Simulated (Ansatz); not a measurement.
One geometry of C2H8ClGeNO, SMILES `C[NH][GeH]([Cl])[O]C`, several functionals.

```yaml
crystal:
  periodic: [false, false, false]
  atoms:
    - {symbol: C, position_ang: [0.701673, -0.324153, -2.182740]}
    - {symbol: N, position_ang: [0.465601, -0.585497, -0.775892]}
    - {symbol: Ge, position_ang: [0.747594, 0.654286, 0.518316]}
    - {symbol: Cl, position_ang: [-0.194041, 2.452569, -0.207128]}
    - {symbol: O, position_ang: [-0.041970, 0.080907, 1.981252]}
    - {symbol: C, position_ang: [-1.428304, -0.198280, 1.971169]}
    - {symbol: H, position_ang: [1.758870, -0.363833, -2.476087]}
    - {symbol: H, position_ang: [0.153577, -1.046453, -2.793824]}
    - {symbol: H, position_ang: [0.320910, 0.666451, -2.436706]}
    - {symbol: H, position_ang: [0.737138, -1.516733, -0.494277]}
    - {symbol: H, position_ang: [2.176290, 1.011166, 0.942449]}
    - {symbol: H, position_ang: [-2.017735, 0.723632, 1.929686]}
    - {symbol: H, position_ang: [-1.666056, -0.722270, 2.898977]}
    - {symbol: H, position_ang: [-1.713549, -0.831792, 1.124804]}
basis:
  gaussian: {orbitals: def2-TZVPP}
hamiltonian: {xc: {name: wB97M-V}}
output: {forces: true, orbitals: {seedname: orbitals}}
```

```sh
$ ansatz run in.yaml --threads 2 --pin off --events-out ev --progress --plain --max-ram 20480MiB --backend cuda --devices 0, --max-vram 18GiB
```

Shortened log:

```
Functional definition: wB97M-V
1834 factors; their error is unknown
405 factors; integrals over basis functions are off by at most 1.4e-5 eV
mean field evaluation 1: about -74772.9013 eV, gradient 6.5e1 eV
mean field evaluation 2: about -74772.4634 eV, gradient 7.0e1 eV
mean field evaluation 4: about -74780.5644 eV, gradient 2.7e0 eV
mean field evaluation 8: about -74780.5911 eV, gradient 4.7e-2 eV
mean field evaluation 16: about -74780.7491 eV, gradient 2.0e-4 eV
mean field -74780.74914813 eV, -2748.1418429816 hartree, gradient 6.3e-5 eV, S^2 0.000000; 0 other end points of the search recorded, 0 dependent functions left out
reference -74780.74920338 eV, -2748.1418450120 hartree; 42, 42 occupied and 284, 284 virtual orbitals, 1834 factors
Total energy: -74780.74920338 eV, -2748.1418450120 hartree
Atom 0 at     0.701673    -0.324153    -2.182740 Å, force     0.037739     0.057341    -0.333857 eV/Å
Atom 1 at     0.465601    -0.585497    -0.775892 Å, force    -0.002906    -0.086434     0.264473 eV/Å
Atom 2 at     0.747594     0.654286     0.518316 Å, force     0.162973     0.051761     0.029633 eV/Å
Atom 3 at    -0.194041     2.452569    -0.207128 Å, force    -0.020009    -0.000288     0.003440 eV/Å
Atom 4 at    -0.041970     0.080907     1.981252 Å, force     0.214513     0.042284     0.011578 eV/Å
Atom 5 at    -1.428304    -0.198280     1.971169 Å, force    -0.317364    -0.068034     0.018862 eV/Å
Atom 6 at     1.758870    -0.363833    -2.476087 Å, force    -0.094561     0.002798     0.034045 eV/Å
Atom 7 at     0.153577    -1.046453    -2.793824 Å, force     0.053289     0.066957     0.045166 eV/Å
Atom 8 at     0.320910     0.666451    -2.436706 Å, force     0.028519    -0.075302     0.014064 eV/Å
Atom 9 at     0.737138    -1.516733    -0.494277 Å, force    -0.022773     0.021129    -0.017746 eV/Å
Atom 10 at     2.176290     1.011166     0.942449 Å, force    -0.124742    -0.036644    -0.048418 eV/Å
Atom 11 at    -2.017735     0.723632     1.929686 Å, force     0.051192    -0.070611     0.001163 eV/Å
Atom 12 at    -1.666056    -0.722270     2.898977 Å, force     0.007395     0.046380    -0.087955 eV/Å
Atom 13 at    -1.713549    -0.831792     1.124804 Å, force     0.026737     0.048665     0.065552 eV/Å
Dipole moment:     0.136382    -0.417751    -0.191448 e Å
```

Hardware: 2 threads of an AMD EPYC 7R13 on a shared host and a share of an NVIDIA H100 80 GB. Wall time 3.6 s, peak host memory 1 GiB.

With the line `hamiltonian: {xc: pbe, dispersion: d4}` (abridged; 2.3 s):

```
Functional definition: PBE
mean field evaluation 16: about -74766.1232 eV, gradient 8.8e-3 eV
mean field -74766.12317220 eV, -2747.6043482800 hartree, gradient 3.2e-5 eV, S^2 0.000000
Total energy: -74766.46246705 eV, -2747.6168171356 hartree
Atom 0 force     0.030568     0.006811    -0.080794 eV/Å
Atom 1 force    -0.239442    -0.068902    -0.106351 eV/Å
Atom 2 force     0.312991     0.186457    -0.130875 eV/Å
Atom 3 force    -0.152487     0.312708    -0.139255 eV/Å
Atom 4 force     0.270946    -0.112681     0.562531 eV/Å
Atom 5 force    -0.234461    -0.047374    -0.028727 eV/Å
Atom 6 force     0.221970    -0.002217    -0.091682 eV/Å
Atom 7 force    -0.110867    -0.147959    -0.141181 eV/Å
Atom 8 force    -0.075960     0.203015    -0.057922 eV/Å
Atom 9 force     0.091727    -0.319030     0.113271 eV/Å
Atom 10 force     0.183877     0.047810     0.088099 eV/Å
Atom 11 force    -0.151582     0.193062    -0.007527 eV/Å
Atom 12 force    -0.055677    -0.111924     0.198712 eV/Å
Atom 13 force    -0.091603    -0.139776    -0.178301 eV/Å
Dipole moment:     0.120376    -0.421570    -0.180824 e Å
```

Changing it to `hamiltonian: {xc: {name: wB97X-V}}` and no forces (abridged; 2.8 s):

```
Functional definition: wB97X-V
mean field evaluation 16: about -74778.2971 eV, gradient 1.4e-4 eV
mean field -74778.29708618 eV, -2748.0517313670 hartree, gradient 4.9e-5 eV, S^2 0.000000
Total energy: -74778.29708389 eV, -2748.0517312828 hartree
```
